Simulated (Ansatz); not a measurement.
Calculated with Ansatz (gas phase, PBE0-D4/def2-TZVP geometries, no zero-point term in ΔE). CBS: MP2 limit from def2 TZ/QZ plus the TZ coupled-cluster correction, frozen cores. Functionals use def2-TZVPP. For Br outer-core shells are correlated without core-valence functions, which leaves a few kJ/mol of doubt a bond. Scalar relativity is left out up to krypton. One conformer a species, not always the lowest.

Consider the ligand exchange at a B–C bond: `BCC(Cl)Br` + `C=CNC` → `BN(C)C=C` + `CC(Cl)Br`.

`BCC(Cl)Br`:

Z-matrix (Å, degrees):
```
C
C 1 1.504
B 1 1.558 2 115.3
H 1 1.103 2 109.0 3 117.1
H 1 1.094 2 110.5 3 -128.6
Br 2 1.951 1 111.9 3 -171.4
Cl 2 1.773 1 110.4 3 65.4
H 2 1.087 1 112.7 3 -53.6
H 3 1.196 1 121.4 2 15.1
H 3 1.195 1 119.1 2 -168.8
```

`C=CNC`:

Z-matrix (Å, degrees):
```
C
N 1 1.442
H 1 1.092 2 109.3
H 1 1.099 2 113.8 3 -120.7
H 1 1.091 2 109.7 3 117.7
C 2 1.375 1 119.3 3 50.6
H 2 1.009 1 114.4 3 -169.0
C 6 1.334 2 127.0 1 151.7
H 6 1.088 2 113.2 1 -31.2
H 8 1.085 6 122.1 2 -3.4
H 8 1.081 6 120.2 2 175.0
```

`BN(C)C=C`:

Cartesian coordinates in Å:
```
B 1.270 1.203 -0.733
N 0.307 0.300 -0.271
C -0.581 -0.410 -1.168
C 0.155 0.037 1.090
C -0.722 -0.799 1.641
H 1.968 1.752 0.067
H 1.364 1.397 -1.908
H -1.626 -0.174 -0.946
H -0.450 -1.492 -1.068
H -0.360 -0.118 -2.192
H 0.848 0.598 1.708
H -1.431 -1.378 1.065
H -0.741 -0.915 2.715
```

`CC(Cl)Br`:

Cartesian coordinates in Å:
```
C 0.286 -0.784 0.007
C -0.093 0.669 -0.046
Cl -0.201 1.363 1.579
Br -1.772 0.906 -1.005
H -0.466 -1.358 0.548
H 0.374 -1.181 -1.006
H 1.246 -0.890 0.517
H 0.625 1.273 -0.593
```

CCSD(T)/CBS gives -1.67 eV.

(1) Another level gave -1.59 eV. Which?
A. CCSD/def2-TZVPP
B. HF/def2-TZVPP
C. MP2/def2-TZVPP
D. PBE0/def2-TZVPP

Largest T1 diagnostic among the species: 0.013.

Answers

(1) D. PBE0 -1.59, CCSD/def2-TZVPP -1.65, HF/def2-TZVPP -1.53, MP2/def2-TZVPP -1.70 eV.

In def2-TZVPP, CCSD(T) changes the Hartree–Fock value by −0.15 eV (the triples alone add −0.03 eV) and MP2 by −0.17 eV.
